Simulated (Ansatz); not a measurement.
Relaxation of BClH5NO (9 atoms, charge 0, multiplicity 1), to a largest force component of 0.03 eV/Å in at most 50 steps.

These are results of RKS BLYP-D4/def2-SVP (Ansatz 0.2.0), not measurements.

```xyz
9
Properties=species:S:1:pos:R:3:forces:R:3
B -0.146 -0.295 -0.094 0.02 -0.14 -0.30
H -0.141 -0.598 1.065 0.00 -0.29 0.19
O 0.978 -0.215 -0.853 0.00 0.04 -0.04
H 1.794 -0.385 -0.345 -0.02 0.00 0.02
Cl -1.714 -0.136 -0.931 0.00 0.01 -0.02
N -0.152 2.156 1.164 0.02 -0.33 0.32
H -0.966 2.201 0.539 0.00 -0.01 0.00
H 0.682 2.230 0.570 0.00 -0.01 -0.02
H -0.148 1.199 1.576 -0.02 0.74 -0.16
```

**Question.** Where does it end, and by what steps?

**Answer.** The forces met the threshold. After 8 steps the energy has fallen by 0.104 eV; H9 moved furthest, 0.52 Å.

| step | energy less start (eV) | largest force component (eV/Å) | accepted |
| --- | --- | --- | --- |
| 0 | 0.0000 | 0.737 | yes |
| 1 | -0.0728 | 0.330 | yes |
| 2 | -0.0719 | 0.462 | no |
| 3 | -0.0874 | 0.236 | yes |
| 4 | -0.0950 | 0.253 | yes |
| 5 | -0.0985 | 0.280 | yes |
| 6 | -0.1020 | 0.128 | yes |
| 7 | -0.1031 | 0.044 | yes |
| 8 | -0.1037 | 0.009 | yes |

```xyz
9
Properties=species:S:1:pos:R:3
B -0.149 -0.451 -0.174
H -0.169 -0.943 0.931
O 0.995 -0.186 -0.855
H 1.793 -0.416 -0.342
Cl -1.692 -0.146 -1.010
N -0.141 2.351 1.151
H -0.995 2.157 0.612
H 0.638 2.170 0.505
H -0.093 1.619 1.873
```

Whether the end is a true minimum wasn't checked by a vibrational analysis.

Time of the run: 6.1 s on 2 threads of AMD EPYC 9R45 96-Core Processor (Zen 5) (shared host), peak memory 0.16 GiB.
